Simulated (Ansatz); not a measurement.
`[CH3][Sn]([Cl])([Cl])[Cl]` + `CO[SiH](C)O[Si](O)(O)O` → `O[Si](O)(O)[O][Sn]([Cl])([Cl])[Cl]` + `CO[SiH](C)C`  (redistribution)

Computed with Ansatz on PBE0-D4/def2-TZVP structures; ΔE is electronic, products minus reactants. CBS: MP2 limit from def2 TZ/QZ plus the TZ coupled-cluster correction, frozen cores. Functionals use def2-TZVPP. def2 core potentials past Kr. For Sn outer-core shells are correlated without core-valence functions, which leaves a few kJ/mol of doubt a bond. One conformer a species, not always the lowest.

```
                             species  r2SCAN0-D4 energy (Eh)
         `[CH3][Sn]([Cl])([Cl])[Cl]`             -1634.95137
            `CO[SiH](C)O[Si](O)(O)O`             -1037.55238
`O[Si](O)(O)[O][Sn]([Cl])([Cl])[Cl]`             -2187.42578
                       `CO[SiH](C)C`              -485.03954
```

Task: Work out ΔE.

Result: ΔE = (-2187.42578) + (-485.03954) − (-1634.95137) − (-1037.55238) = 0.03843 Eh = +100.9 kJ/mol. CCSD(T)/CBS gives +97.1 kJ/mol.

Largest T1 diagnostic among the species: 0.012.

From r2SCAN to r2SCAN0 (25 % exact exchange), in def2-TZVPP and without D4, ΔE moves by +5.3 kJ/mol. The D4 term adds −4.0 kJ/mol with B3LYP and −2.2 kJ/mol with PBE0; it sums over pairs of atoms, weighted by their polarisabilities, and B3LYP, whose exchange is more repulsive, gets the larger term.

B3LYP here is the variant with VWN-RPA as its local correlation; programs differ in this.
